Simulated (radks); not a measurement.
Results of a calculation; reference values are marked as such.
Valence configurations of neutral molybdenum (all share [Kr]). Code: a radial shooting solver on a logarithmic mesh with Libxc functionals. Model: scalar-relativistic Kohn-Sham, BLYP, spin-polarised, spherical densities, finite nucleus; open shells are filled with parallel spins first (spin-orbit coupling, left out, can overturn this in heavy ions); Fermi nuclear charge, rms radius 4.4091 fm. Energies are relative to 4d5 5s1; eigenvalues in eV for spin up.

\begin{tabular}{lrrrrr}
valence & E (eV) & moment (Bohr magnetons) & e(4d) & e(5p) & e(5s) \\ \hline
4d5 5s1 & 0.000 & 6 & -4.257 & - & -4.397 \\
4d5 5p1 & 3.369 & 6 & -5.541 & -1.828 & - \\
4d6 & 2.752 & 4 & -2.868 & - & - \\
4d3 5s1 5p2 & 10.453 & 6 & -10.616 & -3.185 & -7.606 \\
4d4.5 5s1 5p0.5 & 1.815 & 6 & -5.833 & -1.698 & -5.266 \\
4d4.5 5s1.5 & 0.740 & 5 & -5.228 & - & -4.737 \\
4d4 5s1 5p1 & 4.147 & 6 & -7.414 & -2.217 & -6.078 \\
4d3.5 5s2 5p0.5 & 4.324 & 4 & -7.963 & -2.028 & -5.942 \\
4d4 5s2 & 1.644 & 4 & -6.256 & - & -5.074 \\
4d5.5 5s0.5 & 1.386 & 5 & -3.489 & - & -4.045 \\
\end{tabular}

NIST lists [Kr] 4d5 5s1 as the ground configuration; this level of theory agrees among the configurations tried. The energies are those of spherical high-spin densities, not of single terms.
